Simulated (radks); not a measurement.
Values are calculated unless marked as measured or tabulated.
Spherical jellium clusters: N electrons in a uniform positive sphere of charge N and radius rs N^(1/3), rs = 3.15 bohr. Level of theory: non-relativistic Kohn-Sham, PBE, spin-polarised, spherical densities (a radial shooting solver with Libxc functionals). Levels are named by radial order and angular momentum (1s, 1p, 1d, 2s, ...), and open shells are averaged over m.

N = 13, configuration 1s2 1p6 1d(up 5, down 0). This is the lowest configuration that the search found. Occupied levels:

| level | occupation | eigenvalue (eV) | <r> (bohr) |
|---|---|---|---|
| 1s up | 1 | -6.6250 | 4.884 |
| 1s down | 1 | -6.3182 | 4.341 |
| 1p up | 3 | -5.1479 | 5.808 |
| 1p down | 3 | -4.4596 | 5.532 |
| 1d up | 5 | -3.3034 | 6.607 |

Energy (eV): total -21.0624, kinetic 35.485, external -723.65, Hartree 352.52, exchange-correlation -57.949, background 372.53.

Electron density:

| r (bohr) | n(r) (e/bohr^3) |
|---|---|
| 0.246 | 0.004397 |
| 1.18 | 0.005036 |
| 2.10 | 0.006294 |
| 3.03 | 0.007706 |
| 3.96 | 0.008630 |
| 4.89 | 0.008413 |
| 5.82 | 0.006793 |
| 6.75 | 0.004342 |
| 7.67 | 0.002154 |
| 8.60 | 0.0008818 |
| 9.53 | 0.0003283 |
| 10.5 | 0.0001184 |
| 11.4 | 0.00004205 |
| 12.3 | 0.00001480 |
